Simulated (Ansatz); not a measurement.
A basis-limit estimate, worked out

An elementary step of Si$_{2}$H$_{4}$OF$_{2}$, singlet (SiH₄O ([OH][SiH3]) + SiF₂ → Si₂H₄OF₂ ([F][SiH]([F])[O][SiH3]); bonds formed: Si1–H4; dative contacts that become bonds: Si1–O5; bonds broken: H4–O5). “Start” is the structure reached by relaxing down from the saddle towards the reactants; PBE0-D4/def2-TZVP structures. The saddle:

```
9
angstrom
Si -1.4349 -1.1942 0.0167
F -0.4134 -2.0577 0.8982
F -1.4345 -1.9509 -1.3879
H -1.5724 0.4296 0.2446
O -0.4715 0.2954 -0.3159
Si 1.0298 0.9769 0.0618
H 1.0080 2.3738 -0.4259
H 1.2160 0.9450 1.5308
H 2.0727 0.1822 -0.6226
```

Program: Ansatz 0.2.0. Basis: def2-TZVPP and def2-QZVPP. Cores are frozen in the correlated methods.

Energies in eV:

| quantity | saddle | start |
| --- | --- | --- |
| Hartree–Fock, triple zeta (X = 3) | -23243.05391 | -23244.72515 |
| Hartree–Fock, quadruple zeta (X = 4) | -23243.95648 | -23245.60838 |
| MP2 correlation, X = 3 | -27.22766 | -26.67664 |
| MP2 correlation, X = 4 | -29.61034 | -29.06475 |
| CCSD(T) correlation, X = 3 | -28.86290 | -28.39923 |

(1) Work out the barrier at the basis limit: extrapolate Hartree–Fock as E(X) = E∞ + A exp(−7.88 √X) and the MP2 correlation as E(X) = E∞ + B X^−2.97 (the exponents that Neese and Valeev fitted for def2-TZVPP and QZVPP), then add CCSD(T) − MP2 in triple zeta.

No T1 diagnostic of these runs exceeds 0.015. The restricted Hartree–Fock reference is unstable towards an unrestricted one at one or more of these structures.

Answers

(1) Each step is linear, so take the differences first (saddle − start): Hartree–Fock 1.67124 (X = 3) and 1.65190 (X = 4); MP2 correlation -0.55102 and -0.54559; CCSD(T) correlation -0.46367.
Two points give E∞ = E(4) + w [E(4) − E(3)], with w = 1/(exp(7.88 (2 − √3)) − 1) = 0.1377 for Hartree–Fock and w = 1/((4/3)^2.97 − 1) = 0.7407 for the correlation.
Hartree–Fock: 1.65190 + 0.1377 × (-0.01934) = 1.6492 eV.
MP2 correlation: -0.54559 + 0.7407 × 0.00543 = -0.5416 eV.
CCSD(T) − MP2: -0.46367 − (-0.55102) = 0.0873 eV.
Sum: 1.6492 + (-0.5416) + 0.0873 = 1.1949 eV, or 27.55 kcal/mol. Plain CCSD(T) in triple zeta gives 1.2076 eV, so the larger basis shifts the result by -0.0127 eV.

Losses and insertions of silylenes and their heavier kin drive the gas-phase chemistry of silicon and germanium vapour deposition.

Labels in which every atom is bracketed show which atoms are joined, not bond orders.

For scale, one of the runs: CCSD(T)/def2-TZVPP, 233 basis functions, launched by `ansatz run in.yaml --threads 4 --pin off --events-out ev --progress --plain --max-ram 9574MiB`. Time: 120 s of wall clock on 4 CPU threads of an Arm Neoverse V2; the host was shared. Peak host memory: 4.1 GiB.
